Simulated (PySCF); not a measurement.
## How methods differ on the ionisation energy of Nd³⁶⁺

Nd³⁶⁺ [Ar] 3d6 (5D) → Nd³⁷⁺ [Ar] 3d5 (6S), as a difference of total energies. All numbers are calculated (PySCF 2.14, no relativity, point nucleus, in an even-tempered Gaussian basis (16 s from 6.2 bohr⁻², ratio 2.5; 11 p from 8.1 bohr⁻², ratio 2.5; 8 d from 8.1 bohr⁻², ratio 2.5; 4 f from 32 bohr⁻², ratio 2.7; 3 g from 49 bohr⁻², ratio 2.7)). Correlated levels: outer shells: [Ne] frozen; virtual orbitals above 40 to 60 times the deepest correlated orbital energy dropped. The calculations carry no spin-orbit coupling.

| method | ionisation energy (eV) |
| --- | --- |
| UHF | 2522.0 |
| LDA | 2524.3 |
| PBE | 2525.1 |
| PBE0 | 2524.9 |
| r2SCAN | 2525.3 |
| BP86 | 2525.8 |
| BLYP | 2525.3 |
| MP2 (outer shells) | 2523.2 |
| SCS-MP2 (outer shells) | 2523.5 |

Spin-orbit coupling is strong in these open shells (close to jj coupling). The scalar numbers leave it out and a first-order estimate fails, so it can dominate the gap to the real levels.

All relativistic terms are absent from these numbers, so their closeness to the reference says little about the methods.

For comparison: 2525 ± 5 eV (theoretical estimate listed by NIST; NIST Atomic Spectra Database, ionization energies).
